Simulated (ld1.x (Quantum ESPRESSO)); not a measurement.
## How hard is this Ni (Z = 28) TM potential?

| Property | Result |
| --- | --- |
| Element | nickel (Ni) |
| Generator | ld1.x (Quantum ESPRESSO) 7.5 |
| Type | norm-conserving Troullier–Martins (Kleinman–Bylander form) |
| Functional | BLYP |
| Relativity | scalar-relativistic |
| Frozen core | [Ar] |
| Valence charge | 10 |
| Reference configuration | 3d8 4s0 4p0 (charge +2) |
| Partial waves | 4p (bound, empty): rc 2.60 bohr; 3d (bound): rc 1.65 bohr; 4s (bound, empty): rc 2.15 bohr |
| Local potential | the s channel |
| Core correction | Bessel-smoothed model core, default radius (core density twice the valence density) |

The pseudo-atom Hamiltonian at the reference potential is diagonalised in spherical Bessel functions j_l(qr) that vanish at 20 bohr, with q² up to the cutoff. All-electron valence levels (Ry): 4p -1.1273, 3d -2.0868, 4s -1.6131.

How do the lowest levels (Ry) of each channel move with the cutoff, and are there ghosts?

```json
{"cutoff (Ry)": "8", "p #1": "-1.1233", "d #1": "-0.6312", "s #1": "-1.6019", "f #1": "-0.2812", "f #2": "-0.1583", "Σ f·Δε (mRy)": "11644.8"}
{"cutoff (Ry)": "12", "p #1": "-1.1268", "d #1": "-0.6338", "s #1": "-1.6083", "f #1": "-0.2812", "f #2": "-0.1583", "Σ f·Δε (mRy)": "11624.6"}
{"cutoff (Ry)": "21", "p #1": "-1.1272", "d #1": "-0.6430", "s #1": "-1.6114", "f #1": "-0.2812", "f #2": "-0.1583", "Σ f·Δε (mRy)": "11550.3"}
{"cutoff (Ry)": "30", "p #1": "-1.1273", "d #1": "-0.6798", "s #1": "-1.6129", "f #1": "-0.2813", "f #2": "-0.1583", "Σ f·Δε (mRy)": "11256.4"}
{"cutoff (Ry)": "45", "p #1": "-1.1273", "d #1": "-1.2360", "s #1": "-1.6131", "f #1": "-0.2813", "f #2": "-0.1583", "Σ f·Δε (mRy)": "6806.6"}
{"cutoff (Ry)": "55", "p #1": "-1.1273", "d #1": "-1.7519", "s #1": "-1.6131", "f #1": "-0.2813", "f #2": "-0.1583", "Σ f·Δε (mRy)": "2679.0"}
{"cutoff (Ry)": "70", "p #1": "-1.1273", "d #1": "-2.0191", "s #1": "-1.6131", "f #1": "-0.2813", "f #2": "-0.1583", "Σ f·Δε (mRy)": "541.4"}
{"cutoff (Ry)": "100", "p #1": "-1.1273", "d #1": "-2.0854", "s #1": "-1.6131", "f #1": "-0.2813", "f #2": "-0.1583", "Σ f·Δε (mRy)": "11.4"}
{"cutoff (Ry)": "120", "p #1": "-1.1273", "d #1": "-2.0864", "s #1": "-1.6131", "f #1": "-0.2813", "f #2": "-0.1583", "Σ f·Δε (mRy)": "3.4"}
{"cutoff (Ry)": "180", "p #1": "-1.1273", "d #1": "-2.0867", "s #1": "-1.6131", "f #1": "-0.2813", "f #2": "-0.1583", "Σ f·Δε (mRy)": "0.7"}
{"cutoff (Ry)": "230", "p #1": "-1.1273", "d #1": "-2.0868", "s #1": "-1.6131", "f #1": "-0.2813", "f #2": "-0.1583", "Σ f·Δε (mRy)": "0.0"}
{"cutoff (Ry)": "400", "p #1": "-1.1273", "d #1": "-2.0868", "s #1": "-1.6131", "f #1": "-0.2813", "f #2": "-0.1583", "Σ f·Δε (mRy)": "0.0"}
```

Result: no extra level below or beside the all-electron valence levels (p, d, s, f tested); 10 mRy is reached at 110 Ry and 1 mRy at 180 Ry.

Its largest configuration-test error is -1776 meV.
